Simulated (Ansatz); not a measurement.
`N[SiH2][GeH2][Cl]` + H₂ → `N[SiH2][GeH3]` + HCl at 298.15 K and 1 bar (hydrogenolysis of a Ge–Cl bond).

Gas-phase electronic energies from Ansatz, PBE0-D4/def2-TZVP geometries. CCSD(T)/CBS adds triple-zeta CCSD(T) − MP2 to the extrapolated MP2 energy (def2 sets, frozen cores). This one scheme is used for every species. For Ge outer-core shells are correlated without core-valence functions, which leaves a few kJ/mol of doubt a bond. Scalar relativity is left out up to krypton. One conformer a species, not always the lowest.

```csv
species,CCSD(T)/CBS energy (Eh),H − E (kJ/mol),S (J/(mol·K))
`N[SiH2][GeH2][Cl]`,-2883.34819,181.9,374.4
H₂,-1.17544,35.1,130.4
`N[SiH2][GeH3]`,-2424.12162,193.9,339.7
HCl,-460.38127,26.6,186.8
```

H − E and S are ideal-gas, rigid-rotor, harmonic terms from PBE0-D4/def2-TZVP, for one conformer and one mirror image of each species. For small species the MP2-based limit differs from directly extrapolated CCSD(T) by up to some mEh (0.8 for H₂); such offsets cancel only in part. 1 Eh = 2625.50 kJ/mol, R = 8.31446 J/(mol·K).

Question: By hand: ΔE, ΔH, ΔS and ΔG.

Answer: ΔE = (-2424.12162) + (-460.38127) − (-2883.34819) − (-1.17544) = 0.02074 Eh = 54.5 kJ/mol. Δ(H − E) = 193.9 + 26.6 − 181.9 − 35.1 = 3.5, so ΔH = 58.0 kJ/mol. ΔS = 339.7 + 186.8 − 374.4 − 130.4 = 21.7 J/(mol·K). ΔG = 58.0 − 298.15 × (21.7)/1000 = 51.5 kJ/mol.

Question: By hand: the equilibrium constant, and the temperature at which ΔG would vanish if ΔH and ΔS stayed fixed.

Answer: log₁₀ K = −ΔG/(RT ln 10) = -9.0. ΔG = 0 at ΔH/ΔS = 2673 K, far beyond where these terms or the molecules hold.

ΔH outweighs TΔS. A doubt of 5 kJ/mol in ΔE shifts log₁₀ K by 0.9 here. Other conformers and mirror images would add mixing entropy, several J/(mol·K) or more a flexible species. Modes under 60 cm⁻¹, often nearly free rotors, make the harmonic entropy too high. These are equilibria of isolated gas molecules and say nothing of rates. Largest T1 diagnostic: 0.011 (customary marks: 0.02 for closed shells, 0.045 for open ones).
